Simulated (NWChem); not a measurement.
System: C$_{2}$, singlet; SMILES [C]=[C]

Input file for NWChem:

```
start job
memory heap 200 mb stack 700 mb global 900 mb
geometry units angstroms
  C      0.000000     0.000000    -0.623086
  C      0.000000     0.000000     0.623086
end
basis spherical
  C library 6-31g*
end
dft
  xc b3lyp
  iterations 150
end
driver
  maxiter 120
end
task dft optimize
task dft freq
```

NWChem printed, in part:

```
             Northwest Computational Chemistry Package (NWChem) 7.3.0
             --------------------------------------------------------

 ORDER OF PRIMARY AXIS IS BEING SET TO 4
 D4H symmetry detected

                             Geometry "geometry" -> ""
                             -------------------------

 Output coordinates in angstroms (scale by  1.889725989 to convert to a.u.)

  No.       Tag          Charge          X              Y              Z
 ---- ---------------- ---------- -------------- -------------- --------------
    1 C                    6.0000     0.00000000     0.00000000    -0.62308600
    2 C                    6.0000     0.00000000     0.00000000     0.62308600

 Effective nuclear repulsion energy (a.u.)      15.2871200476

      Symmetry information
      --------------------

 Group name             D4h
 Group number             28
 Group order              16
 No. of unique centers     1

                                Z-matrix (autoz)
                                --------

 Units are Angstrom for bonds and degrees for angles

      Type          Name      I     J     K     L     M      Value
      ----------- --------  ----- ----- ----- ----- ----- ----------
    1 Stretch                  1     2                       1.24617

                           NWChem Geometry Optimization
                           ----------------------------

 maximum gradient threshold         (gmax) =   0.000450
 rms gradient threshold             (grms) =   0.000300
 maximum cartesian step threshold   (xmax) =   0.001800
 rms cartesian step threshold       (xrms) =   0.001200
 fixed trust radius                (trust) =   0.300000
 source of zmatrix                         =   autoz

          -------------------
          Energy Minimization
          -------------------

 Using diagonal initial Hessian
 Scaling for Hessian diagonals: bonds = 1.00  angles = 0.25  torsions = 0.10

          --------
          Step   0

                                 NWChem DFT Module
                                 -----------------

 Summary of "ao basis" -> "ao basis" (spherical)
 ------------------------------------------------------------------------------
       Tag                 Description            Shells   Functions and Types
 ---------------- ------------------------------  ------  ---------------------
 C                           6-31g*                  6       14   3s2p1d

      Symmetry analysis of basis
      --------------------------

        a1g         6
        a1u         0
        a2g         0
        a2u         6
        b1g         1
        b1u         1
        b2g         1
        b2u         1
        eg          6
        eu          6

            General Information
            -------------------
          SCF calculation type: DFT
          Wavefunction type:  closed shell.
          No. of atoms     :     2
          No. of electrons :    12
           Alpha electrons :     6
            Beta electrons :     6
          Charge           :     0
          Spin multiplicity:     1
          Use of symmetry is: on ; symmetry adaption is: on
          Maximum number of iterations: 150
          AO basis - number of functions:    28
                     number of shells:    12
          Convergence on energy requested:  1.00D-06
          Convergence on density requested:  1.00D-05
          Convergence on gradient requested:  5.00D-04

              XC Information
              --------------
                         B3LYP Method XC Potential
                     Hartree-Fock (Exact) Exchange  0.200
                        Slater Exchange Functional  0.800 local
                    Becke 1988 Exchange Functional  0.720 non-local
              Lee-Yang-Parr Correlation Functional  0.810
                  VWN I RPA Correlation Functional  0.190 local

             Grid Information
             ----------------
          Grid used for XC integration:  medium
          Radial quadrature: Mura-Knowles
          Angular quadrature: Lebedev.
          Tag              B.-S. Rad. Rad. Pts. Rad. Cut. Ang. Pts.
          ---              ---------- --------- --------- ---------
          C                   0.70       49           6.0       434
          Grid pruning is: on
          Number of quadrature shells:    49
          Spatial weights used:  Erf1

      Superposition of Atomic Density Guess
      -------------------------------------

 Sum of atomic energies:         -75.32050830

      Non-variational initial energy
      ------------------------------

 Total energy =     -75.604537
 1-e energy   =    -130.884333
 2-e energy   =      39.992676
 HOMO         =      -0.298773
 LUMO         =      -0.219223

      Symmetry analysis of molecular orbitals - initial
      -------------------------------------------------

 !! scf_movecs_sym_adapt:    4 vectors were symmetry contaminated

  Symmetry fudging

 !! scf_movecs_sym_adapt:    2 vectors were symmetry contaminated

  Numbering of irreducible representations:

     1 a1g         2 a1u         3 a2g         4 a2u         5 b1g
     6 b1u         7 b2g         8 b2u         9 eg         10 eu

  Orbital symmetries:

     1 a1g         2 a2u         3 a1g         4 a2u         5 eu
     6 eu          7 a1g         8 eg          9 eg         10 a2u
    11 a1g        12 eu         13 eu         14 a1g        15 eg
    16 eg

   convergence    iter        energy       DeltaE   RMS-Dens  Diis-err
 ---------------- ----- ----------------- --------- --------- ---------
 d= 0,ls=0.0,diis     1    -75.8490809002 -9.11D+01  1.94D-02  1.82D-01
 d= 0,ls=0.0,diis     2    -75.8735647982 -2.45D-02  6.76D-03  3.83D-02
 d= 0,ls=0.0,diis     3    -75.8791706396 -5.61D-03  1.30D-03  2.94D-03
 d= 0,ls=0.0,diis     4    -75.8796307072 -4.60D-04  1.69D-04  3.41D-05
 d= 0,ls=0.0,diis     5    -75.8796342507 -3.54D-06  1.65D-05  2.15D-07
 d= 0,ls=0.0,diis     6    -75.8796342780 -2.73D-08  2.34D-07  9.59D-11

         Total DFT energy =      -75.879634278028
      One electron energy =     -131.365900299105
           Coulomb energy =       50.768534070111
    Exchange-Corr. energy =      -10.569388096659
 Nuclear repulsion energy =       15.287120047625

 Numeric. integr. density =       12.000000268592

                  Occupations of the irreducible representations
                  ----------------------------------------------

                     irrep           alpha         beta
                     --------     --------     --------
                     a1g               2.0          2.0
                     a1u               0.0          0.0
                     a2g               0.0          0.0
                     a2u               2.0          2.0
                     b1g               0.0          0.0
                     b1u               0.0          0.0
                     b2g               0.0          0.0
                     b2u               0.0          0.0
                     eg                0.0          0.0
                     eu                2.0          2.0

                       DFT Final Molecular Orbital Analysis
                       ------------------------------------

 Vector    4  Occ=2.000000D+00  E=-4.019284D-01  Symmetry=a2u
              MO Center=  5.0D-33,  5.4D-33,  2.1D-17, r^2= 1.8D+00
   Bfn.  Coefficient  Atom+Function         Bfn.  Coefficient  Atom+Function
  ----- ------------  ---------------      ----- ------------  ---------------
     6      0.375818  1 C  s                 20     -0.375818  2 C  s
     2      0.307037  1 C  s                 16     -0.307037  2 C  s
     5     -0.215992  1 C  pz                19     -0.215992  2 C  pz
     9     -0.156498  1 C  pz                23     -0.156498  2 C  pz
     1     -0.145365  1 C  s                 15      0.145365  2 C  s

 Vector    5  Occ=2.000000D+00  E=-3.194168D-01  Symmetry=eu
              MO Center=  5.8D-23, -6.1D-23,  2.3D-17, r^2= 1.2D+00
   Bfn.  Coefficient  Atom+Function         Bfn.  Coefficient  Atom+Function
  ----- ------------  ---------------      ----- ------------  ---------------
     4     -0.319994  1 C  py                18     -0.319994  2 C  py
     3      0.302661  1 C  px                17      0.302661  2 C  px
     8     -0.172664  1 C  py                22     -0.172664  2 C  py
     7      0.163312  1 C  px                21      0.163312  2 C  px

 Vector    6  Occ=2.000000D+00  E=-3.194168D-01  Symmetry=eu
              MO Center=  1.5D-21,  1.4D-21,  2.5D-17, r^2= 1.2D+00
   Bfn.  Coefficient  Atom+Function         Bfn.  Coefficient  Atom+Function
  ----- ------------  ---------------      ----- ------------  ---------------
     3      0.319994  1 C  px                17      0.319994  2 C  px
     4      0.302661  1 C  py                18      0.302661  2 C  py
     7      0.172664  1 C  px                21      0.172664  2 C  px
     8      0.163312  1 C  py                22      0.163312  2 C  py

 Vector    7  Occ=0.000000D+00  E=-2.516414D-01  Symmetry=a1g
              MO Center=  1.5D-32,  1.3D-32, -6.9D-17, r^2= 1.7D+00
   Bfn.  Coefficient  Atom+Function         Bfn.  Coefficient  Atom+Function
  ----- ------------  ---------------      ----- ------------  ---------------
     5      0.453305  1 C  pz                19     -0.453305  2 C  pz
     6     -0.332246  1 C  s                 20     -0.332246  2 C  s
     9      0.225564  1 C  pz                23     -0.225564  2 C  pz
     2     -0.063398  1 C  s                 16     -0.063398  2 C  s
     1      0.044430  1 C  s                 15      0.044430  2 C  s

 Vector    8  Occ=0.000000D+00  E= 1.646414D-02  Symmetry=eg
              MO Center= -7.3D-17, -7.7D-17, -5.0D-16, r^2= 1.7D+00
   Bfn.  Coefficient  Atom+Function         Bfn.  Coefficient  Atom+Function
  ----- ------------  ---------------      ----- ------------  ---------------
     8      0.460351  1 C  py                22     -0.460351  2 C  py
     7      0.393138  1 C  px                21     -0.393138  2 C  px
     4      0.355365  1 C  py                18     -0.355365  2 C  py
     3      0.303481  1 C  px                17     -0.303481  2 C  px

[...]

      ----------------------
      Optimization converged
      ----------------------

  Step       Energy      Delta E   Gmax     Grms     Xrms     Xmax
  ---- ---------------- -------- -------- -------- -------- --------
@    2     -75.87977781 -1.9D-09  0.00000  0.00000  0.00002  0.00004
                                     ok       ok       ok       ok

                                Z-matrix (autoz)
                                --------

 Units are Angstrom for bonds and degrees for angles

      Type          Name      I     J     K     L     M      Value     Gradient
      ----------- --------  ----- ----- ----- ----- ----- ---------- ----------
    1 Stretch                  1     2                       1.25603   -0.00000

                         Geometry "geometry" -> "geometry"
                         ---------------------------------

 Output coordinates in angstroms (scale by  1.889725989 to convert to a.u.)

  No.       Tag          Charge          X              Y              Z
 ---- ---------------- ---------- -------------- -------------- --------------
    1 C                    6.0000     0.00000000     0.00000000    -0.62801650
    2 C                    6.0000     0.00000000     0.00000000     0.62801650

 Effective nuclear repulsion energy (a.u.)      15.1671023697

      Symmetry information
      --------------------

 Group name             D4h
 Group number             28
 Group order              16
 No. of unique centers     1

                Final and change from initial internal coordinates
                --------------------------------------------------

                                Z-matrix (autoz)
                                --------

 Units are Angstrom for bonds and degrees for angles

      Type          Name      I     J     K     L     M      Value       Change
      ----------- --------  ----- ----- ----- ----- ----- ---------- ----------
    1 Stretch                  1     2                       1.25603    0.00986

 ==============================================================================
                                internuclear distances
 ------------------------------------------------------------------------------
       center one      |      center two      | atomic units |  angstroms
 ------------------------------------------------------------------------------
    2 C                |   1 C                |     2.37356  |     1.25603
 ------------------------------------------------------------------------------
                         number of included internuclear distances:          1
 ==============================================================================

[second-derivative integrals and response iterations left out]

  Vibrational analysis via the FX method

  See chapter 2 in "Molecular Vibrations" by Wilson, Decius and Cross

  Vib: Default input used

 ---------------------------- Atom information ----------------------------
     atom    #        X              Y              Z            mass
 --------------------------------------------------------------------------
    C        1  0.0000000D+00  0.0000000D+00 -1.1867791D+00  1.2000000D+01
    C        2  0.0000000D+00  0.0000000D+00  1.1867791D+00  1.2000000D+01
 --------------------------------------------------------------------------

[unprojected Hessian and modes left out]

        Vibrational analysis via the FX method
  --- with translations and rotations projected out ---
  --- via the Eckart algorithm                      ---
 Dependent rotation vector no.                    3
  found in ECKART; assuming linear geometry
 Projected Nuclear Hessian trans-rot subspace norm:8.5616D-50
                         (should be close to zero!)

[projected Hessian left out]

 Rotational Constants
 --------------------
 A=   0.000000 cm-1  (  0.000000 K)
 B=   1.780930 cm-1  (  2.562303 K)
 C=   1.780930 cm-1  (  2.562303 K)

 Temperature                      =   298.15K
 frequency scaling parameter      =   1.0000

 Linear Molecule

 Zero-Point correction to Energy  =    2.698 kcal/mol  (  0.004300 au)
 Thermal correction to Energy     =    4.180 kcal/mol  (  0.006661 au)
 Thermal correction to Enthalpy   =    4.772 kcal/mol  (  0.007604 au)

 Total Entropy                    =   45.508 cal/mol-K
   - Translational                =   35.448 cal/mol-K (mol. weight =  24.0000)
   - Rotational                   =   10.058 cal/mol-K (symmetry #  =        2)
   - Vibrational                  =    0.002 cal/mol-K

 Cv (constant volume heat capacity) =    4.984 cal/mol-K
   - Translational                  =    2.979 cal/mol-K
   - Rotational                     =    1.986 cal/mol-K
   - Vibrational                    =    0.018 cal/mol-K

[normal modes left out]

 ----------------------------------------------------------------------------
 Normal Eigenvalue ||           Projected Infra Red Intensities
  Mode   [cm**-1]  || [atomic units] [(debye/angs)**2] [(KM/mol)] [arbitrary]
 ------ ---------- || -------------- ----------------- ---------- -----------
    1       -0.000 ||    0.000000           0.000         0.000       0.035
    2        0.000 ||    0.000000           0.000         0.000       0.078
    3        0.000 ||    0.000000           0.000         0.000       0.078
    4        0.000 ||    0.000000           0.000         0.000       0.070
    5        0.000 ||    0.000000           0.000         0.000       0.043
    6     1888.483 ||    0.000000           0.000         0.000      59.695
 ----------------------------------------------------------------------------
```

Level: B3LYP/6-31G* (spherical d). Low-valent species are run as closed-shell singlets; no triplet was tried in these runs.
